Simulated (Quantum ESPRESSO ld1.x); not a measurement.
The numbers below are computed, except where a source is named.
Problem. The aim is neutral chlorine in [Ne] 3s2 3p5. What will ld1.x (Quantum ESPRESSO 7.5) do with this input?

```
 &input
    zed=17.0,
    iswitch=1,
    rel=2,
    dft='BLYP',
    config='[Ne] 3s2 3p',
    lsmall=.true.,
    prefix='ld1',
    max_out_wfc=37,
    file_charge='ld1.rho',
 /
```

Solution. Refused. The program stops in el_config with "no occupancy field?": each term needs its occupation.

Output (excerpt):

```
     Program LD1 v.7.5 starts

 %%%%%%%%%%%%%%%%%%%%%%%%%%%%%%%%%%%%%%%%%%%%%%%%%%%%%%%%%%%%%%%%%%%%%%%%%%%%%%
     Error in routine el_config (5):
     no occupancy field?
 %%%%%%%%%%%%%%%%%%%%%%%%%%%%%%%%%%%%%%%%%%%%%%%%%%%%%%%%%%%%%%%%%%%%%%%%%%%%%%

     stopping ...
```

Run on one thread of a shared host, so times are rough (Intel(R) Xeon(R) Processor @ 2.60GHz): 0.31 s of CPU time, 0.63 s wall, peak memory 26 MiB.
